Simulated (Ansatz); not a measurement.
```yaml
crystal:
  periodic: [false, false, false]
  atoms:
    - {symbol: F, position_ang: [-1.544073, 0.566730, -0.909055]}
    - {symbol: Hf, position_ang: [-0.129256, -0.119441, -0.082779]}
    - {symbol: S, position_ang: [1.844415, 1.625621, -0.559868]}
    - {symbol: S, position_ang: [-0.120378, -0.169614, 2.381981]}
    - {symbol: S, position_ang: [0.778466, -2.194112, -0.648210]}
    - {symbol: H, position_ang: [0.769792, 2.490798, -0.386203]}
    - {symbol: H, position_ang: [-1.503711, -0.652065, 2.324206]}
    - {symbol: H, position_ang: [0.192521, -1.765394, -1.992019]}
basis:
  gaussian: {orbitals: def2-mTZVP}
magnetization: {spin_polarized: true, initial_magnetization: 1}
hamiltonian: {xc: {name: PBE-QIDH}}
output: {forces: true}
```

```sh
$ ansatz run in.yaml --threads 4 --pin off --events-out ev --progress --plain --max-ram 10444MiB
```

(1) How does Ansatz answer? (Estimate.)

Answers

(1) Ansatz gave: The program refused the input.
```
Error: a molecule whose nuclei and cores have a total charge of 72 cannot have a net charge of 0 together with 1 unpaired electrons
```
